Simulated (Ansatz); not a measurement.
Frontier orbitals of C$_{6}$H$_{8}$Si, SMILES `[SiH3]c1ccccc1`.

Z-matrix (Å, degrees):
```
Si
C 1 1.867
H 1 1.489 2 111.3
H 1 1.487 2 109.9 3 -119.7
H 1 1.487 2 109.8 3 119.7
C 2 1.396 1 120.9 3 -89.7
C 2 1.396 1 120.9 3 89.1
C 6 1.386 2 121.0 1 178.6
H 6 1.086 2 119.9 1 -1.7
C 7 1.386 2 121.0 1 -178.6
H 7 1.086 2 119.9 1 1.7
C 8 1.387 6 120.0 2 0.1
H 8 1.084 6 119.9 2 179.9
H 10 1.084 7 119.9 2 -179.9
H 12 1.084 8 120.1 6 179.8
```

Total charge 0; spin multiplicity 1. The structure was optimised at the PBE0-D4/def2-TZVP level. Basis def2-TZVPP, Ansatz 0.2.0.

```
functional  HOMO (eV)  LUMO (eV)  gap (eV)
       PBE      -6.44      -1.59      4.85
      PBE0      -7.41      -0.71      6.70
     B3LYP      -7.19      -0.87      6.32
   r2SCANh      -6.99      -1.10      5.89
   ωB97M-V      -9.48       1.27     10.75
```

From PBE to PBE0 the HOMO moves by −0.97 eV and the LUMO by +0.88 eV, and with ωB97M-V by −3.03 and +2.86 eV, so the gap grows from 4.85 to 10.74 eV with exact exchange. A positive LUMO is unbound and depends on the basis.

B3LYP here is the variant with VWN-RPA as its local correlation; programs differ in this.
